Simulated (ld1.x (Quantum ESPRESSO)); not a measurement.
**An all-electron radial function and its pseudo partner (K (Z = 19))**

Columns: radius, all-electron u(r) and pseudo u(r) of the 3p shell (level -19.58 eV) of potassium in the configuration [Ne] 3s2 3p6 4s0.5 4p0.5; PBE, non-relativistic, TM scheme, ld1.x (Quantum ESPRESSO) 7.5.

```json
{"r (bohr)": "0.178", "all-electron": "0.4220", "pseudo": "-0.0568"}
{"r (bohr)": "0.355", "all-electron": "0.2383", "pseudo": "-0.2103"}
{"r (bohr)": "0.533", "all-electron": "-0.2023", "pseudo": "-0.4200"}
{"r (bohr)": "0.710", "all-electron": "-0.5667", "pseudo": "-0.6282"}
{"r (bohr)": "0.888", "all-electron": "-0.7884", "pseudo": "-0.7876"}
{"r (bohr)": "1.065", "all-electron": "-0.8808", "pseudo": "-0.8702"}
{"r (bohr)": "1.243", "all-electron": "-0.8838", "pseudo": "-0.8785"}
{"r (bohr)": "1.420", "all-electron": "-0.8332", "pseudo": "-0.8321"}
{"r (bohr)": "1.598", "all-electron": "-0.7549", "pseudo": "-0.7549"}
{"r (bohr)": "1.775", "all-electron": "-0.6667", "pseudo": "-0.6668"}
{"r (bohr)": "1.953", "all-electron": "-0.5778", "pseudo": "-0.5778"}
{"r (bohr)": "2.130", "all-electron": "-0.4947", "pseudo": "-0.4947"}
{"r (bohr)": "2.308", "all-electron": "-0.4193", "pseudo": "-0.4193"}
{"r (bohr)": "2.485", "all-electron": "-0.3532", "pseudo": "-0.3532"}
{"r (bohr)": "2.662", "all-electron": "-0.2959", "pseudo": "-0.2959"}
{"r (bohr)": "2.840", "all-electron": "-0.2466", "pseudo": "-0.2466"}
{"r (bohr)": "3.018", "all-electron": "-0.2048", "pseudo": "-0.2048"}
{"r (bohr)": "3.195", "all-electron": "-0.1698", "pseudo": "-0.1698"}
{"r (bohr)": "3.373", "all-electron": "-0.1402", "pseudo": "-0.1402"}
{"r (bohr)": "3.550", "all-electron": "-0.1157", "pseudo": "-0.1157"}
{"r (bohr)": "3.728", "all-electron": "-0.0952", "pseudo": "-0.0952"}
{"r (bohr)": "3.905", "all-electron": "-0.0783", "pseudo": "-0.0783"}
{"r (bohr)": "4.083", "all-electron": "-0.0644", "pseudo": "-0.0644"}
{"r (bohr)": "4.260", "all-electron": "-0.0530", "pseudo": "-0.0530"}
{"r (bohr)": "4.438", "all-electron": "-0.0435", "pseudo": "-0.0435"}
{"r (bohr)": "4.615", "all-electron": "-0.0358", "pseudo": "-0.0358"}
```

(1) How many radial nodes do the two functions have?

(2) At about which radius was the pseudo-wave matched?

(3) Is the pseudo-wave norm-conserving?

Answers

(1) The all-electron 3p function has n − l − 1 = 1; the pseudo-wave has 0, since the states of the same l below it are removed with the core.

(2) 2.00 bohr. The columns agree to 0.0005 from 1.60 bohr on; several derivatives are matched, so the curves merge somewhat inside the radius.

(3) Yes: the TM scheme keeps the norm inside the radius equal to the all-electron one, which fixes the energy derivative of the logarithmic derivative at the level.
